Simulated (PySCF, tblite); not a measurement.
Isomers of C3H12N2Si2. Method: GFN2-xTB as coded in tblite; computed harmonic values from a numerical Hessian at the method's own geometry, unscaled. This tight-binding method is rough: wavenumbers can miss measured ones by several per cent, in bad cases by 10 to 20. Modes of hydrogen on silicon can be 10 to 20 % off. One conformer each.

Electronic energies: PBE0/pcSseg-1 single points on the GFN2-xTB geometries (PySCF, gas phase).

```tsv
SMILES	electronic energy, lowest = 0 (kcal/mol)
[SiH3]N[C@H]1CNC[SiH2]1	37.2
[SiH3]C[SiH]1NCCN1	0.0
CN1[SiH2]CNC[SiH2]1	14.7
C=C[Si@H](NC)N[SiH3]	6.2
```

Q: How do GFN2-xTB zero-point energies change the relative energies?

A: 
```csv
SMILES,ZPE (kcal/mol),of it from modes above 1550 cm⁻¹,electronic (kcal/mol),"with ZPE, lowest = 0 (kcal/mol)",lowest mode (cm⁻¹),rings
[SiH3]C[SiH]1NCCN1,92.1,47.7,0.0,0.0,42,1
C=C[Si@H](NC)N[SiH3],89.8,50.8,6.2,3.9,30,0
CN1[SiH2]CNC[SiH2]1,92.7,47.0,14.7,15.2,56,1
[SiH3]N[C@H]1CNC[SiH2]1,90.9,46.7,37.2,35.9,27,1
```

The zero-point energies span 2.9 kcal/mol, from `C=C[Si@H](NC)N[SiH3]` to `CN1[SiH2]CNC[SiH2]1`. The order is unchanged.

Q: And how do the electronic energies of GFN2-xTB itself compare?

A: `[SiH3]C[SiH]1NCCN1` 0.0; `C=C[Si@H](NC)N[SiH3]` 8.4; `CN1[SiH2]CNC[SiH2]1` 2.0; `[SiH3]N[C@H]1CNC[SiH2]1` 18.3 kcal/mol, lowest = 0. Against the energies above, taken from the same isomer `[SiH3]C[SiH]1NCCN1`, the largest difference is 18.9 kcal/mol.

Q: What do entropy and thermal enthalpy add at 298.15 K and 1 bar (rigid rotor, harmonic oscillator, one conformer each)?

A: 
| SMILES | point group | symmetry number | S (cal/(mol K)) | H − H(0) (kcal/mol) | ZPE + H − H(0) − TS (kcal/mol) |
| --- | --- | --- | --- | --- | --- |
| [SiH3]C[SiH]1NCCN1 | C1 | 1 | 98.4 | 6.92 | 69.7 |
| C=C[Si@H](NC)N[SiH3] | C1 | 1 | 109.7 | 8.19 | 65.3 |
| CN1[SiH2]CNC[SiH2]1 | Cs | 1 | 96.0 | 6.76 | 70.8 |
| [SiH3]N[C@H]1CNC[SiH2]1 | C1 | 1 | 97.4 | 6.77 | 68.6 |
